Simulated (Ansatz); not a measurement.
```xyz
7

N    -0.198   -1.162   -0.532
Sn    0.149    0.655    0.239
Br   -1.126    0.791    2.369
H    -0.705   -1.186   -1.404
H     0.595   -1.785   -0.579
H    -0.500    1.865   -0.765
H     1.785    0.823    0.671
```

Total charge 0; spin multiplicity 1. Sn: def2 effective core potential.

List the B3LYP/def2-TZVPP orbital energies in eV (Ansatz). (Estimate.)

Ansatz gave: Occupied: -13138.60, -1700.25, -1531.95, -1531.89, -1531.89, -389.36, -236.03, -176.89, -176.70, -176.70, -139.47, -94.38, -94.28, -94.28, -71.18, -71.12, -71.12, -70.97, -70.97, -28.72, -28.64, -28.60, -28.49, -28.47, -22.86, -20.43, -14.33, -13.39, -10.48, -9.72, -9.34, -7.81, -7.74, -7.36. Lowest empty: -1.03, -0.51, 0.09, 1.42, 1.66, 1.68, 2.62, 3.12.

B3LYP here is the variant with VWN-RPA as its local correlation; programs differ in this.
